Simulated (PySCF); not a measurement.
C5H10OS.
Bonds: O1–S2 (double), S2–C3, C3–C4, C4–C5, C5–C6, C6–C7, S2–C7. Hydrogens: H8, H9 on C3; H10, H11 on C4; H12, H13 on C5; H14, H15 on C6; H16, H17 on C7.

Definitions: NICS(0) = −σiso at the ring centroid; NICS(1) = −σiso and NICS(1)zz = −σzz at ±1 Å along the ring normal z. Level: GIAO PBE0/pcSseg-1 (PySCF, non-relativistic, gas phase) on the GFN2-xTB geometry, one conformer.

Ring bond lengths (Å), with Mayer bond orders in brackets: S2–C3 1.852 (0.87), C3–C4 1.516 (1.01), C4–C5 1.527 (1.03), C5–C6 1.527 (1.03), C6–C7 1.516 (1.01), C7–S2 1.852 (0.87).

Q: Give the NICS values of each ring in ppm.

A: 
```tsv
ring	type	NICS(0)	NICS(1), two faces	NICS(1)zz, two faces	rms pucker (Å)	centre to ring atoms, mean (Å)
S2–C3–C4–C5–C6–C7	6-membered ring with S; formal bonds all single	-4.3	-1.6 / -4.4	4.0 / 0.6	0.30	1.55
```

Q: What do they say, and how far can they be read as aromaticity?

A: 
- S2–C3–C4–C5–C6–C7: mean NICS(1)zz 2.3 ppm, near zero. C3, C4, C5, C6, C7 have four or more neighbours, and the NICS criterion for π rings isn't applied. The two faces differ by 3.4 ppm, so no symmetry operation interchanges them.

Q: What is the mean of the two in-plane components of NICS at the first NICS(1) probe listed for ring S2–C3–C4–C5–C6–C7, 1 Å off the ring?

A: The isotropic value is a third of the trace: (3 × -1.6 − (4.0))/2 = -4.4 ppm.

Q: How shielded are the nuclei of the rings and their hydrogens (means over atoms taken as equivalent)?

A: 
```csv
atoms,environment,σ isotropic (ppm),"principal values of the symmetric part, first atom (ppm)"
S2,sulfinyl sulfur,176.0,"-6.1, 54.0, 480.1"
C3 (×2),sp3 carbon bound to sulfur,123.8,"93.5, 120.4, 157.6"
C4 (×2),ring CH2 carbon,160.4,"151.4, 155.9, 174.1"
C5,ring CH2 carbon,156.5,"150.8, 156.3, 162.3"
H8 (×2),methylene hydrogen,28.52,"25.3, 27.3, 33.0"
H9 (×2),methylene hydrogen,29.28,"26.9, 28.1, 32.8"
H10 (×2),methylene hydrogen,29.75,"24.2, 27.8, 37.3"
H11 (×2),methylene hydrogen,30.33,"26.9, 28.5, 35.6"
H12,methylene hydrogen,30.07,"25.4, 27.9, 36.9"
H13,methylene hydrogen,30.52,"27.2, 28.3, 36.1"
```

The run took 26 s on an Arm Neoverse V1 with one thread, on a shared host. This is the whole shielding run at PBE0/pcSseg-1, SCF included.
